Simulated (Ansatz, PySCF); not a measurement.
**Pb(NH2)2 in two programs**

Pb(NH2)2 (singlet), relaxed with PySCF 2.14.0, RKS B3LYP, Pb def2-SVP with ECP60, N def2-SVP, H def2-SVP; non-relativistic Hamiltonian with scalar-relativistic core potentials where named; density fitting; no spin-orbit coupling:

```xyz
7

Pb    0.0672   -1.3757    0.0123
N    -0.2692    0.1059    1.5490
H    -0.1658    1.1093    1.4083
H    -0.1881   -0.1159    2.5393
N     0.2475    0.1060   -1.5507
H     0.1770   -0.1418   -2.5355
H     0.0198    1.0901   -1.4227
```

There the HOMO–LUMO gap is 4.34 eV. 

The same geometry by Ansatz 0.2.0 (PBE, PAW, a periodic box with 9 Å of vacuum):

```tsv
spin-orbit coupling	gap (eV)	largest force component (eV/Å)
without	2.98	0.18
```

Problem. What does the run with spin-orbit coupling give?

Solution. gap (eV): 2.88, largest force component (eV/Å): 0.30. It took 31 s on 2 threads of AMD EPYC (Zen 3), with other jobs on the host, peak memory 1.8 GiB.

The spin-orbit runs use fully relativistic datasets of their own, so changes of a few hundredths of an eV needn't come from the coupling.

The two programs differ in functional, so their gaps don't test each other.
